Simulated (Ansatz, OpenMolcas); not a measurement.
## A ladder of methods for C2H2Cl2Sn (SMILES C#[C][SnH]([Cl])[Cl])

C2H2Cl2Sn: 7 atoms, total charge 0, spin state singlet. SMILES: `C#[C][SnH]([Cl])[Cl]`. The shape is that of a PBE0-D4/def2-TZVP optimisation.

```xyz
7

C    -1.6680    1.3497    0.3865
C    -0.7449    0.5924    0.2245
Sn    0.8338   -0.7045   -0.0253
Cl    0.1639   -2.3659   -1.4820
Cl    2.5402    0.4484   -1.0695
H    -2.4853    2.0209    0.5253
H     1.4216   -1.4090    1.3949
```

Quantity: the electronic atomisation energy, in eV. The values are calculated. Electronic energies at fixed atoms, without zero-point motion or spin-orbit coupling.

```
                            level                    kind     program  value (eV)  CPU time (all runs)
  SVWN5/def2-SVP (core potential)                     LDA  OpenMolcas       29.11                 52 s
 revPBE/def2-SVP (core potential)                     GGA  OpenMolcas       24.53                 67 s
  M06-L/def2-SVP (core potential)                meta-GGA  OpenMolcas       25.69              1.8 min
 r2SCAN/def2-SVP (core potential)                meta-GGA  OpenMolcas       25.10              1.8 min
 M06-2X/def2-SVP (core potential)         hybrid meta-GGA  OpenMolcas       25.04                 75 s
  wB97X/def2-SVP (core potential)  range-separated hybrid      Ansatz       25.15                 50 s
RPA@PBE/def2-SVP (core potential)                     RPA      Ansatz       21.78                 24 s
    MP2/def2-SVP (core potential)     perturbation theory      Ansatz       24.29                  6 s
```

The values span 21.78 to 29.11 eV. In the correlated wave-function rows the outer d shell of Sn is correlated, in sets not made for it. CPU times are rough (shared hosts, several kinds of processor and program).
